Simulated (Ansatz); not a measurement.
Reactions of `OB([SiH3])Cl`.

Isolated molecules relaxed with PBE0-D4/def2-TZVP in Ansatz; ΔE leaves out vibrations. CCSD(T)/CBS adds triple-zeta CCSD(T) − MP2 to the extrapolated MP2 energy (def2 sets, frozen cores). This one scheme is used for every species. For Ga outer-core shells are correlated without core-valence functions, which leaves a few kJ/mol of doubt a bond. Scalar relativity is left out up to krypton. One conformer a species, not always the lowest.

```tsv
reaction	HF/CBS(def2) (kcal/mol)
`OB([SiH3])Cl` + `[OH][Ga]([OH])[Cl]` → `[OH][Ga]([Cl])[O][SiH3]` + `OBCl`	-35.6
`OB([SiH3])Cl` + `C[SiH2]BO` → `C[SiH2]BO[SiH3]` + `OBCl`	-30.4
`OB([SiH3])Cl` + `O[SiH3]` → `OB(Cl)O[SiH3]` + SiH₄	-41.1
`OB([SiH3])Cl` + `CCBS` → `CCBS[SiH3]` + `OBCl`	-18.6
`OB([SiH3])Cl` + `NB(O)Cl` → `NB(Cl)O[SiH3]` + `OBCl`	-30.5
`OB([SiH3])Cl` + `BS` → `BSB(O)Cl` + SiH₄	-13.8
`OB([SiH3])Cl` + `N=C(O)CO` → `OC/C(O)=N\[SiH3]` + `OBCl`	-19.2
`OB([SiH3])Cl` + `CC(O)O` → `CC(O)O[SiH3]` + `OBCl`	-28.4
```

(1) Give the CCSD(T)/CBS values in the same order. (Best estimate.)

Largest T1 diagnostic: 0.015, for `BS`.

Answers

(1) Ansatz gave: -28.1, -23.6, -34.6, -16.8, -24.1, -13.2, -16.1, -22.9 kcal/mol.
